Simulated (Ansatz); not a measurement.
Harmonic frequencies (cm⁻¹) at PBE0-D4/def2-TZVP from Ansatz: 107, 126, 133, 157, 194, 363, 393, 411, 537, 545, 612, 711, 1538, 3555, 3665.

Each molecule was computed in one conformer, which needn't be the lowest.

**Question.** Which molecule is it?
A. `[NH]=[Ta]([NH2])([F])[F]`
B. `[NH2][Ta](=[S])([Cl])[Cl]`
C. `[NH2][Ta](=[O])([OH])[F]`
D. `[OH][Ta]([OH])([F])=[S]`

**Answer.** B.
